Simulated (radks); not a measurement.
The numbers below are computed, except where a source is named.
Q: Neutral erbium: order these configurations by energy. Code: a radial shooting solver on a logarithmic mesh with Libxc functionals. Model: non-relativistic Kohn-Sham, PBE, spin-polarised, spherical densities, point nucleus. Open shells are filled with parallel spins first. [Xe] 4f11 5d1 6s2; [Xe] 4f11 6s2 6p1; [Xe] 4f12 5d1 6s1; [Xe] 4f12 6s1 6p1; [Xe] 4f12 6s2.

A: From the lowest, in eV above it: [Xe] 4f12 6s2 0.000; [Xe] 4f12 5d1 6s1 1.541; [Xe] 4f12 6s1 6p1 1.774; [Xe] 4f11 5d1 6s2 7.272; [Xe] 4f11 6s2 6p1 9.564.
